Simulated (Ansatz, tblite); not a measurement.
Removing and adding an electron: the cluster Ag3Au. Charge 0, multiplicity 1. Geometry: B3LYP-D4/def2-SVP. Ansatz, gas phase; energy differences of separate SCF runs; the oxidised species was run as a doublet alone; the reduced species was run as a doublet alone.

```xyz
4

Au    0.4134   -1.7942   -1.5550
Ag    1.2383    0.4696   -0.2152
Ag   -0.4161    1.7999    1.5522
Ag   -1.2356   -0.4753    0.2180
```

In the def2 sets Ag, Au take a core potential; there is no spin–orbit coupling. The xTB rows come from tblite. The structure comes from a short search, and lower isomers may exist.

```tsv
level	−HOMO (eV)	vertical IE (eV)	−LUMO (eV)	vertical EA (eV)	HOMO–LUMO gap (eV)	IE − EA (eV)	remarks
GFN1-xTB	9.21	12.34	8.19	4.96	1.03	7.38	–
GFN2-xTB	8.72	12.06	7.33	5.24	1.39	6.82	–
PBE-D4/def2-TZVP	5.00	7.26	3.68	–	1.32	–	–
PBE-D4/def2-TZVPD	5.00	–	3.69	1.68	1.31	–	HOMO above zero (-1 doublet)
r2SCAN-D4/def2-TZVP	5.00	7.13	3.46	–	1.53	–	–
r2SCAN-D4/def2-TZVPD	5.00	–	3.47	1.66	1.53	–	HOMO above zero (-1 doublet)
PBE0-D4/def2-TZVP	5.37	6.97	2.83	–	2.54	–	–
PBE0-D4/def2-TZVPD	5.37	–	2.83	1.47	2.53	–	–
```

   A HOMO above zero means that the electron is unbound at that level or that self-interaction error raises the level; the energy of removing that electron tells which. Raw xTB energy differences between charge states are shifted by several eV; the methods need an empirical correction for them.
